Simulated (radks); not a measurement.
Spherical quantum dot in the effective-mass picture: electrons in a hard-walled sphere of radius 2.24, with a point charge +1 (a donor) at the centre, all in effective atomic units (hartree* = m*/eps^2 hartree, bohr* = eps/m* bohr), one dielectric constant everywhere. Method: non-relativistic Kohn-Sham, exchange-only LDA, spin-polarised, spherical densities; computed with a radial shooting solver with Libxc functionals. Levels are named by radial order and angular momentum (1s, 1p, 1d, 2s, ...), and open shells are averaged over m.

N = 17, configuration 1s2 1p6 1d(up 5, down 4). This is the lowest configuration that the search found. Occupied and some empty levels:

| level | occupation | eigenvalue (hartree*) | <r> (bohr*) |
|---|---|---|---|
| 1s up | 1 | 10.355 | 1.264 |
| 1s down | 1 | 10.382 | 1.261 |
| 1p up | 3 | 11.151 | 1.450 |
| 1p down | 3 | 11.181 | 1.449 |
| 1d up | 5 | 12.224 | 1.540 |
| 1d down | 4 | 12.256 | 1.540 |
| 2s up | 0 | 12.882 | 1.005 |
| 2s down | 0 | 12.897 | 1.007 |
| 1f up | 0 | 13.596 | 1.603 |
| 1f down | 0 | 13.628 | 1.603 |
| 2p up | 0 | 15.187 | 1.161 |
| 2p down | 0 | 15.206 | 1.160 |

Energy (hartree*): total 112.312, kinetic 45.949, external -12.504, Hartree 88.914, exchange-correlation -10.046.

Electron density:

| r (bohr*) | n(r) (e/bohr*^3) |
|---|---|
| 0.0606 | 0.3242 |
| 0.172 | 0.2758 |
| 0.284 | 0.2521 |
| 0.396 | 0.2493 |
| 0.507 | 0.2656 |
| 0.619 | 0.2999 |
| 0.731 | 0.3509 |
| 0.842 | 0.4163 |
| 0.954 | 0.4919 |
| 1.06 | 0.5702 |
| 1.18 | 0.6421 |
| 1.29 | 0.6944 |
| 1.40 | 0.7131 |
| 1.51 | 0.6868 |
| 1.62 | 0.6095 |
| 1.74 | 0.4874 |
| 1.85 | 0.3364 |
| 1.96 | 0.1865 |
| 2.07 | 0.07003 |
| 2.18 | 0.007969 |
